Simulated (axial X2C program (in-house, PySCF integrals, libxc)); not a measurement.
# BeP: cheaper levels and CCSD(T), two-component

All values were computed with an axial X2C code built on PySCF integrals. Two-component (2c) means X2C with spin–orbit coupling and atomic mean-field two-electron Coulomb and Gaunt terms. Basis: P dyall-v3z [8s7p2d1f], Be dyall-cv3z [8s8p3d1f] (cores contracted in-house); Gaussian nuclei, density fitting, unrestricted open shells. Masses: P 30.974 u, Be 9.012 u.

State: Ω = 3/2 (⟨Sz⟩ = 1.50, ⟨Lz⟩ = 0.00 at HF); fragments P + Be.

```
level  Re (Å)  ωe (cm⁻¹)  De (eV)
   HF   2.075      628.7     1.03
  MP2   2.068      627.9     1.22
 CCSD   2.075      609.9    0.970
```

Correlated methods: 7 electrons correlated (number of frozen shells: P 2 s, 1 p; Be 1 s), 147 virtual spin orbitals or spinors in MP2, 78 natural virtuals in coupled cluster.

CCSD(T), same Hamiltonian and basis:

Re = 2.079 Å, ωe = 604.9 cm⁻¹, De = 1.05 eV; T1 = 0.020 (Lee–Taylor normalisation).

(1) Give the differences from CCSD(T) in the columns below.

Occupations by symmetry block were frozen at the best pattern of an incomplete PBE0 search. De is counted from the lowest determinant-based energies of the atoms at the same level, without counterpoise correction. Coupled cluster ran in a truncated set of natural virtual spinors; the MP2 energy of the rest was added. (T) has no such correction and the atoms are truncated less, which lowers De at CCSD(T) by a hundredth of an eV or more. PBE0 can misorder states that lie within some tenths of an eV, so this need not be the ground state of the molecule. The nearest other spin-free determinant of the search, M_S = 1/2, Λ = 0, lies 0.11 eV up at the distance of the search. With several unpaired electrons one determinant need not be a pure state. A state of lower Ω lies just above, and one determinant can place such states too high, so the state shown need not be the lowest. The search has Ω = 1/2 only 0.11 eV up. This is the top spin component of a Σ state; components of lower Ω are not single determinants and can lie lower.

## Answers

(1) 

```json
{"level": "HF", "ΔRe (Å)": "-0.004", "Δωe (cm⁻¹)": "24", "ΔDe (eV)": "-0.02"}
{"level": "MP2", "ΔRe (Å)": "-0.011", "Δωe (cm⁻¹)": "23", "ΔDe (eV)": "0.17"}
{"level": "CCSD", "ΔRe (Å)": "-0.004", "Δωe (cm⁻¹)": "5", "ΔDe (eV)": "-0.08"}
```
